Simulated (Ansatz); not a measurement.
A search over several starts for the lowest SCF solution of TiBrF₃⁺ at the given spin, in a small basis.

```yaml
crystal:
  periodic: [false, false, false]
  atoms:
    - {symbol: Ti, position_ang: [-0.000448, 0.000951, -0.114267]}
    - {symbol: Br, position_ang: [0.008974, -0.018595, 2.217239]}
    - {symbol: F, position_ang: [1.614225, 0.009824, -0.707551]}
    - {symbol: F, position_ang: [-0.814747, 1.404282, -0.685932]}
    - {symbol: F, position_ang: [-0.808004, -1.396472, -0.709488]}
basis:
  gaussian: {orbitals: def2-SVP}
total_charge: 1
magnetization: {spin_polarized: true, initial_magnetization: 1}
hamiltonian: {xc: pbe0, dispersion: d4}
output: {orbitals: {seedname: orbitals}}
```

```sh
$ ansatz run in.yaml --threads 4 --pin off --events-out ev --progress --plain --max-ram 3916MiB
```

Shortened log:

```
Functional definition: PBE0
1031 factors; integrals over basis functions are off by at most 9.2e-4 eV
mean field evaluation 1: about -101252.0964 eV, gradient 6.8e1 eV
mean field evaluation 2: about -100906.4256 eV, gradient 3.3e2 eV
mean field evaluation 4: about -101260.1182 eV, gradient 4.1e1 eV
mean field evaluation 8: about -101268.7038 eV, gradient 2.9e-1 eV
mean field evaluation 16: about -101268.7652 eV, gradient 5.1e-3 eV
mean field evaluation 32: about -101268.7653 eV, gradient 4.0e-3 eV
mean field evaluation 64: about -101268.7653 eV, gradient 6.4e-5 eV
mean field evaluation 96: about -101268.7653 eV, gradient 4.1e-3 eV
mean field -101268.76525433 eV, -3721.5584806621 hartree, gradient 1.9e-7 eV, S^2 0.752925; 4 other end points of the search recorded, 0 dependent functions left out
reference -101268.76533867 eV, -3721.5584837616 hartree; 42, 41 occupied and 63, 64 virtual orbitals, 1031 factors
Total energy: -101268.86078690 eV, -3721.5619914192 hartree
```

It took 57 s on 4 threads of Intel Xeon 6975P-C on a shared host, peak host memory 0.62 GiB.
